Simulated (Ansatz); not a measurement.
Wavefunction ladder for `CO[Si](C)O` radical

Z-matrix (Å, degrees):
```
C
O 1 1.407
H 1 1.096 2 111.8
H 1 1.091 2 108.3 3 119.4
H 1 1.096 2 111.4 3 -121.6
Si 2 1.650 1 124.4 3 51.6
O 6 1.646 2 106.6 1 -175.8
C 6 1.868 2 112.2 1 68.5
H 7 0.959 6 116.8 2 49.0
H 8 1.094 6 109.2 2 58.1
H 8 1.092 6 111.1 2 -62.1
H 8 1.091 6 110.4 2 177.7
```

Charge 0, multiplicity 2. The structure was optimised at the PBE0-D4/def2-TZVP level. It is one conformer, not always the lowest. Frozen core, unrestricted reference, Ansatz 0.2.0. CBS rows extrapolate triple and quadruple zeta; past MP2 they add the triple-zeta difference.

```json
{"basis": "def2-TZVPP", "HF (Eh)": "-518.64153", "MP2 corr.": "-0.92731"}
{"basis": "def2-QZVPP", "HF (Eh)": "-518.66266", "MP2 corr.": "-0.99707"}
```

Problem. Estimate the CCSD correlation energy and the (T) correction in each basis where they were run (hartree).

Solution. 
```tsv
basis	CCSD corr.	(T)
def2-TZVPP	-0.96488	-0.03574
CBS(def2)	-1.08631	as TZ
```
